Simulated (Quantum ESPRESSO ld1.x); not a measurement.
Values are calculated unless marked as measured or tabulated.
P I, 15 electrons, occupied as [Ne] 3s2 3p3. Level of theory: non-relativistic Kohn-Sham, LDA (Slater exchange, Perdew-Wang correlation), spin-polarised, spherical densities, point nucleus; open shells are filled with parallel spins first (ld1.x of Quantum ESPRESSO 7.5).

Normalised radial functions P(r) = r R(r), r in bohr:

```
   r/bohr * 2s down, o 3p up (the largest magnitude, 1.43, reaches the edge; | marks zero, & curves that meet)
 0.004288                             o *
 0.005538                             o  *
 0.007097                             o   *
 0.009095                             o    *
  0.01175                             o     *
  0.01505                             o      *
  0.01929                             o       *
  0.02472                             o         *
  0.03194                             o          *
  0.04092                             |o          *
  0.05244                             |o           *
  0.06774                             |o          *
  0.08681                             | o       *
   0.1112                             |  o  *
   0.1437                             *   o
   0.1841                     *       |    o
    0.236             *               |     o
   0.3024      *                      |     o
   0.3906  *                          |    o
   0.5005   *                         |  o
   0.6414        *                    o
   0.8286               *         o   |
    1.062                     o*      |
    1.361                  o       *  |
    1.758                o           *|
    2.252                 o           *
    2.886                   o         *
    3.699                       o     *
    4.778                          o  *
    6.122                            o*
    7.846                             &
```

2s down: eigenvalue -171.57 eV, 1 radial node at r = 0.143 bohr, <r> = 0.524 bohr, 90 % of the charge inside 0.823 bohr. 3p up: eigenvalue -6.288 eV, 1 radial node at r = 0.642 bohr, <r> = 2.33 bohr, 90 % of the charge inside 3.68 bohr.
